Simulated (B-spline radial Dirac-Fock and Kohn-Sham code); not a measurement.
**Magnetic form factor of the 3d shell of Os⁵⁶⁺**

System: osmium as Os⁵⁶⁺ in the configuration [Ar] 3d2.

Input file task.json (cfg lists n, l and occupation; rrms is the nuclear radius in fm):

```json
{"items": [{
  "Z": 76,
  "q": 56,
  "cfg": [[1, 0, 2], [2, 0, 2], [2, 1, 6], [3, 0, 2], [3, 1, 6], [3, 2, 2]],
  "A": 192,
  "rrms": 5.4126,
  "do": ["scatter"],
  "s": [0.0, 0.05, 0.1, 0.15, 0.2, 0.25, 0.3, 0.35, 0.4, 0.45, 0.5, 0.6, 0.7, 0.8, 0.9, 1.0, 1.1, 1.2, 1.4, 1.6, 1.8, 2.0, 2.5, 3.0, 3.5, 4.0, 5.0, 6.0],
  "pz": [0, 0.1, 0.2, 0.3, 0.4, 0.5, 0.6, 0.8, 1.0, 1.2, 1.4, 1.6, 1.8, 2.0, 2.5, 3.0, 4.0, 5.0, 7.0, 10.0, 15.0, 20.0, 30.0, 40.0, 60.0, 100.0],
  "hv_scatter": [1000, 2000, 5000, 10000, 20000, 30000, 100000, 500000]
}]}
```

Run with: `python xray_run.py task.json out`

Level of theory: Dirac-Fock densities; a radial atomic solver. ⟨j_K⟩ is the integral of the 3d radial density with the spherical Bessel function j_K(4πsr), s = sin θ/λ.

```csv
s (Å⁻¹),⟨j0⟩,⟨j2⟩,⟨j4⟩
0,1.0000,0.0000,0.0000
0.05,0.9995,0.0002,0.0000
0.1,0.9978,0.0009,0.0000
0.15,0.9951,0.0020,0.0000
0.2,0.9912,0.0035,0.0000
0.25,0.9864,0.0054,0.0000
0.3,0.9804,0.0078,0.0000
0.35,0.9734,0.0106,0.0000
0.4,0.9654,0.0137,0.0001
0.45,0.9565,0.0172,0.0001
0.5,0.9465,0.0211,0.0002
0.6,0.9239,0.0299,0.0004
0.7,0.8979,0.0399,0.0007
0.8,0.8687,0.0509,0.0011
0.9,0.8368,0.0628,0.0018
1,0.8025,0.0753,0.0026
1.1,0.7662,0.0883,0.0038
1.2,0.7283,0.1014,0.0051
1.4,0.6492,0.1277,0.0088
1.6,0.5682,0.1526,0.0139
```

Radial moments of the shell: ⟨r²⟩ = 0.02983, ⟨r⁴⟩ = 0.001481, ⟨r⁶⟩ = 0.0001105 in powers of bohr.

Values without a named source are computed, but for edge energies of neutral atoms, which are taken from tables.
